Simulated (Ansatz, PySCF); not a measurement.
Zn(I)(SeH) (HISeZn), SMILES [SeH][Zn][I].

Geometry: r2SCAN-D4/def2-SVP. The structure was generated by enumeration; whether it is a known compound was not checked. The def2 effective core potentials stand for the cores of I; spin–orbit coupling is left out. Other conformers were not sampled.

Vertical ionisation energy (IE) and electron affinity (EA) in eV. Rows of orbital energies are one-electron estimates. Where ΔSCF, EOM or ADC give a negative EA the extra electron is unbound and the value depends on the basis.

```tsv
level	IE	EA
−ε(HOMO), −ε(LUMO), M06-2X/def2-TZVPD (PySCF)	8.40	0.87
−ε(HOMO), −ε(LUMO), PBE/def2-TZVPD (PySCF)	6.19	2.37
ΔSCF, PBE0/def2-SVPD (Ansatz), final states of multiplicity 2 and 2	9.22	0.12
ΔSCF, PBE/def2-SVPD (Ansatz), final states of multiplicity 2 and 2	8.88	0.24
```

Task: What vertical singlet–triplet gap does ΔSCF give with PBE0/def2-SVPD (Ansatz, a quantum-chemistry and plane-wave program) and with PBE/def2-SVPD (Ansatz)? (Estimate from the structure and the level; the computed values follow.)

Result: 4.30 and 3.87 eV (triplet above singlet where positive).
